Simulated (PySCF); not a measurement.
Basis-set dependence of GeCl⁺ at PBE0

PySCF, UKS reference; singlet, unpaired electrons none; De to Ge⁺ + Cl without counterpoise correction.

| basis | relativity | functions | Re (Å) | ωe (cm⁻¹) | De (eV) | μ (D) |
| --- | --- | --- | --- | --- | --- | --- |
| cc-pVDZ-PP/cc-pV(D+d)Z | scalar-relativistic core potentials | 46 | 2.078 | 499 | 4.52 | -2.33 |
| def2-SVP | no relativity | 50 | 2.076 | 505 | 4.65 | -2.21 |
| cc-pVTZ-PP/cc-pV(T+d)Z | scalar-relativistic core potentials | 78 | 2.061 | 506 | 4.67 | -2.09 |
| def2-TZVPPD | no relativity | 105 | 2.061 | 511 | 4.71 | -1.93 |

Task: How does each smaller set differ from the one with most functions, def2-TZVPPD?

Result: cc-pVDZ-PP/cc-pV(D+d)Z: +1.7 pm, -2.3 % in ωe, -0.19 eV in De; def2-SVP: +1.5 pm, -1.2 % in ωe, -0.06 eV in De; cc-pVTZ-PP/cc-pV(T+d)Z: +0.0 pm, -1.0 % in ωe, -0.04 eV in De. All at PBE0; the set with most functions is neither the basis-set limit nor always the best. The rows treat relativity differently, so the differences are not basis effects alone.

A positive dipole points towards Cl; it is taken about the centre of mass and depends on that origin. For an ion De counts to the pair picked by the measured ionisation energies or electron affinities, which need not be the lowest pair at this level.
